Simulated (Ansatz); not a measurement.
Geometry optimisation, RKS PBE-D4/def2-SVP in Ansatz 0.2.0.

The input (input.yaml):

```yaml
crystal:
  periodic: [false, false, false]
  atoms:
    - { symbol: Al, position_ang: [0.120309, -0.54633, -0.455528] }
    - { symbol: Cl, position_ang: [-0.110277, -0.032477, 2.920459] }
    - { symbol: H, position_ang: [1.356299, 0.393867, -0.728443] }
    - { symbol: F, position_ang: [-1.43796, -0.109863, -0.897654] }
    - { symbol: S, position_ang: [0.352313, -2.653783, 0.292224] }
    - { symbol: H, position_ang: [-0.986007, -2.891167, 0.170576] }
    - { symbol: H, position_ang: [0.113622, -1.284147, 2.484567] }
basis:
  gaussian: { orbitals: def2-SVP }
hamiltonian:
  xc: pbe
  dispersion: d4
relax:
  f_tol: 0.03
  max_steps: 50
output:
  orbitals: {}
```

Launched with:

```bash
$ ansatz run input.yaml --threads 2 --pin off --max-ram 3072MiB --backend cpu --events-out ev --progress --plain --runs-dir out
```

Q: Where does it end, and by what steps?

A: The run converged. After 19 steps the energy has fallen by 0.944 eV; H7 moved furthest, 1.24 Å. Parted: Cl2–H7 (1.34 → 2.94 Å). Joined: Al1–Cl2 (3.42 → 2.14 Å), S5–H7 (2.60 → 1.37 Å).

```
step  energy less start (eV)  largest force component (eV/Å)  accepted
   0                  0.0000                           0.746       yes
   1                 -0.0968                           0.253       yes
   2                 -0.1817                           0.426       yes
   3                 -0.2279                           0.617       yes
   4                 -0.2492                           0.501       yes
   5                 -0.2968                           0.531       yes
   6                 -0.3557                           1.283       yes
   7                 -0.5843                           0.889       yes
   8                 -0.7594                           1.129       yes
   9                 -0.8820                           0.479       yes
  10                 -0.9143                           0.274       yes
  11                 -0.9281                           0.390       yes
  12                 -0.9323                           0.405       yes
  13                 -0.9384                           0.054       yes
  14                 -0.9407                           0.051       yes
  15                 -0.9424                           0.031       yes
  16                 -0.9430                           0.084       yes
  17                 -0.9434                           0.071       yes
  18                 -0.9437                           0.038       yes
  19                 -0.9437                           0.019       yes
```

```xyz
7
Properties=species:S:1:pos:R:3
Al 0.079 -0.052 0.172
Cl -0.090 0.554 2.217
H 1.331 0.378 -0.696
F -1.401 -0.320 -0.603
S 0.399 -2.571 0.630
H -0.871 -2.740 0.158
H -0.038 -2.373 1.909
```

Time of the run: 28 s on 2 threads of Arm Neoverse V2, with other jobs on the host, peak memory 0.15 GiB.
